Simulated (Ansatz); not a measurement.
Ge(OH)2Cl2 (GeCl2O2H2). Total charge 0; singlet. Geometry relaxed at PBE0-D4/def2-SVP.

Cartesian coordinates in Å:
```
Ge 0.0511 0.0018 0.1092
O -1.2866 0.9721 -0.4458
H -1.3781 1.7987 0.0427
O 0.4931 -1.0003 -1.2472
H 0.9378 -1.8142 -0.9825
Cl -0.4746 -1.2276 1.7821
Cl 1.6572 1.2695 0.7416
```

Problem. Estimate the harmonic wavenumbers at RKS PBE0-D4/def2-SVP (Ansatz, unscaled). Is this a minimum?

Solution. 99, 147, 169, 200, 205, 242, 256, 422, 452, 751, 777, 898, 928, 3899, 3900 cm⁻¹. Yes, no mode is imaginary beyond noise. Zero-point energy 79.8 kJ/mol. Run time 48 s (4 threads of Arm Neoverse V1 on a shared host).
